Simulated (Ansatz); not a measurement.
A nudged elastic band was laid between two geometries of BClFHO + ClH (7 atoms, charge 0, multiplicity 1).

All numbers below come from Ansatz, RKS PBE0-D4/def2-SVP.

- movable images: 5
- climbing image: yes
- spring: 5.0 eV/Å²
- optimiser: quadratic models (default)
- start path: through a guess of the saddle point
- force threshold: 0.05 eV/Å
- iteration limit: 60
- end points: relaxed

First end point:

```xyz
7
Properties=species:S:1:pos:R:3
B -0.112 -0.469 -0.033
O -0.206 0.000 1.230
H -1.056 -0.184 1.649
Cl 1.351 -0.197 -0.943
F -1.117 -1.130 -0.582
Cl 0.834 3.027 1.672
H 0.577 1.759 1.632
```

Last end point:

```xyz
7
Properties=species:S:1:pos:R:3
B 0.137 0.480 0.020
O 0.082 -0.006 1.629
H -0.757 -0.478 1.753
Cl 1.510 -0.410 -0.714
F -1.092 0.114 -0.411
Cl 0.357 2.286 0.209
H 0.034 0.821 2.138
```

Task: Which bonds break or form, and what moves?

Result: Bonds broken: Cl6–H7. Bonds formed: B1–Cl6, O2–H7. BClFHO + ClH becomes BCl2FH2O.

Task: What energy profile does the band end with?

Result: The run converged. The highest image is number 4 of 0 to 6, 82.0 kJ/mol above the first end and 66.7 kJ/mol above the last; the last end lies 15.4 kJ/mol above the first. A vibrational analysis at the climbing image gives one clearly imaginary mode, 985i cm⁻¹: a first-order saddle point. The orbitals stay closed-shell, which can raise the energy where a bond breaks towards radicals; this wasn't checked here.

```tsv
image	path coordinate (Å)	energy (kJ/mol)	Cl6–H7 (Å)	B1–Cl6 (Å)	O2–H7 (Å)
0	0.00	0.0	1.29	4.00	1.97
1	0.64	0.3	1.29	3.73	2.02
2	1.27	1.4	1.29	3.37	2.11
3	1.91	15.9	1.31	2.83	1.83
4	2.55	82.0	1.52	2.22	1.26
5	3.00	32.0	1.96	1.92	1.00
6	3.46	15.4	2.44	1.83	0.97
```

Task: What is the geometry of the highest image?

Result: 
```xyz
7
Properties=species:S:1:pos:R:3
B 0.095 0.138 0.121
O 0.060 -0.077 1.583
H -0.836 -0.324 1.860
Cl 1.567 -0.377 -0.696
F -1.083 -0.018 -0.473
Cl 0.284 2.295 0.603
H 0.183 1.171 1.626
```

Task: What are the harmonic wavenumbers there?

Result: 985i, 170, 225, 309, 380, 429, 513, 568, 738, 938, 1141, 1167, 1339, 1593, 3822 cm⁻¹.

The run took 3.3 min on 2 threads of Intel(R) Xeon(R) Platinum 8259CL CPU @ 2.50GHz (Skylake/Cascade Lake), with other jobs on the host, peak memory 0.21 GiB.
